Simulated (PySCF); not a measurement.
C2H6ClNSi2, SMILES N[SiH2]C#C[SiH2]Cl. Heavy atoms are numbered as in [SiH2:1]([Cl:2])[C:3]#[C:4][SiH2:5][NH2:6]. Hydrogens are named by the atom that carries them.

The structure is a stationary point at B3LYP-D3(BJ)/def2-SVP. The structure was generated by enumeration, and PubChem lists no compound with its InChIKey, so it may never have been made. The values are those of a single conformer.

The numbers are results of PBE/pcSseg-1 in PySCF, not measurements.

GIAO shieldings, no solvent; atoms alike by connectivity are averaged. δ = σ(ref) − σ: ²⁹Si against TMS (σ = 335.4 ppm); ³⁵Cl against HCl (σ = 936.5 ppm); ¹³C against TMS (σ = 182.0 ppm); ¹⁵N against NH3 (σ = 267.0 ppm); ¹H against TMS (σ = 31.49 ppm), references at their B3LYP-D3(BJ)/def2-TZVP geometries, non-relativistic (without spin–orbit terms, shifts of atoms bonded to Cl or Br come out too high).

```csv
atoms,nucleus,count,δ (ppm)
Si1 (SiH2),²⁹Si,1,-43.5
Si5 (SiH2),²⁹Si,1,___
Cl2,³⁵Cl,1,___
C4,¹³C,1,___
C3,¹³C,1,110.0
N6 (NH2),¹⁵N,1,17.8
H on Si1,¹H,2,5.59
H on Si5,¹H,2,___
H on N6,¹H,2,0.70
```

**Question.** Some entries are withheld; supply them. (The exact figures need the calculation; the answer reports its results.)

**Answer.** 
- H on Si5, δ (ppm): 5.08
- C4, δ (ppm): 124.8
- Cl2, δ (ppm): -20.1
- Si5 (SiH2), δ (ppm): -65.8
